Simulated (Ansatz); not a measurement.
Cost and result for the atomization energy of C₃H₇AlSi, SMILES `[AlH2][C]1=C[SiH2]C1` (12 atoms, 12 bonds).

```xyz
12

Al   -0.8074    1.9886   -1.0590
C    -0.0976    0.3822   -0.2001
C     1.2287    0.1526   -0.0257
Si    0.8979   -1.4771    0.7979
C    -0.8327   -0.8292    0.3930
H     0.2367    3.0699   -1.5713
H    -2.3706    2.2052   -1.2382
H     2.0364    0.8100   -0.3296
H     1.3537   -2.7151    0.1016
H     1.2654   -1.6191    2.2366
H    -1.4872   -0.5802    1.2318
H    -1.4233   -1.3879   -0.3370
```

The species carries charge 0 and has multiplicity 1. The geometry is a stationary point of PBE0-D4/def2-TZVP. Program: Ansatz. All runs use 4 threads of an Arm Neoverse V1 on a shared host. Times are those of one run each, without the atoms' runs, and a repeat can differ threefold. Electronic energies, without spin–orbit coupling; frozen cores. CCSD(T)/CBS adds CCSD(T) − MP2 in def2-TZVPP to the MP2 limit, and its time is that of the two runs behind it. T1 = 0.012. B3LYP takes the VWN-RPA correlation (the form of Gaussian; ORCA's B3LYP/G).

CCSD(T)/CBS is a level of theory with its own doubt, some kJ/mol a heavy atom from the limit and from the frozen cores, so smaller differences don't rank the functionals.

```json
{"level": "PBE-D4/def2-TZVPP (with forces)", "functions": "275", "wall time": "3.1 s", "atomization (kJ/mol)": "4375.2", "difference from CCSD(T)/CBS": "56.6", "per bond": "4.7"}
{"level": "PBE0-D4/def2-TZVPP", "functions": "275", "wall time": "3.7 s", "atomization (kJ/mol)": "4330.5", "difference from CCSD(T)/CBS": "11.9", "per bond": "1.0"}
{"level": "r2SCAN-D4/def2-TZVPP (with forces)", "functions": "275", "wall time": "6 s", "atomization (kJ/mol)": "4332.4", "difference from CCSD(T)/CBS": "13.8", "per bond": "1.1"}
{"level": "B3LYP-D4/def2-TZVPP (with forces)", "functions": "275", "wall time": "6 s", "atomization (kJ/mol)": "4312.4", "difference from CCSD(T)/CBS": "-6.2", "per bond": "-0.5"}
{"level": "B2PLYP/def2-TZVPP", "functions": "275", "wall time": "7 s", "atomization (kJ/mol)": "4267.5", "difference from CCSD(T)/CBS": "-51.1", "per bond": "-4.3"}
{"level": "ωB97X-V/def2-TZVPP", "functions": "275", "wall time": "9 s", "atomization (kJ/mol)": "4339.0", "difference from CCSD(T)/CBS": "20.4", "per bond": "1.7"}
{"level": "ωB97M-V/def2-TZVPP (with forces)", "functions": "275", "wall time": "14 s", "atomization (kJ/mol)": "4332.9", "difference from CCSD(T)/CBS": "14.3", "per bond": "1.2"}
{"level": "MP2/def2-QZVPP", "functions": "521", "wall time": "28 s", "atomization (kJ/mol)": "4328.8", "difference from CCSD(T)/CBS": "10.2", "per bond": "0.8"}
{"level": "CCSD(T)/def2-TZVPP", "functions": "275", "wall time": "2.4 min", "atomization (kJ/mol)": "4212.9", "difference from CCSD(T)/CBS": "-105.7", "per bond": "-8.8"}
{"level": "CCSD(T)/CBS(def2)", "functions": "–", "wall time": "2.9 min", "atomization (kJ/mol)": "4318.6", "difference from CCSD(T)/CBS": "0.0", "per bond": "0.0"}
```

In def2-TZVPP, CCSD(T) changes the Hartree–Fock value by +979.6 kJ/mol (the triples alone add +62.4 kJ/mol) and MP2 by +1032.7 kJ/mol; breaking electron pairs costs correlation energy, which Hartree–Fock lacks. From PBE to PBE0 (25 % exact exchange), in def2-TZVPP and without D4, the atomization energy moves by −40.4 kJ/mol: exact exchange takes away binding that semilocal exchange gives to molecules. The D4 term adds +45.8 kJ/mol with B3LYP and +24.0 kJ/mol with PBE0; it sums over pairs of atoms, weighted by their polarisabilities, and B3LYP, whose exchange is more repulsive, gets the larger term.
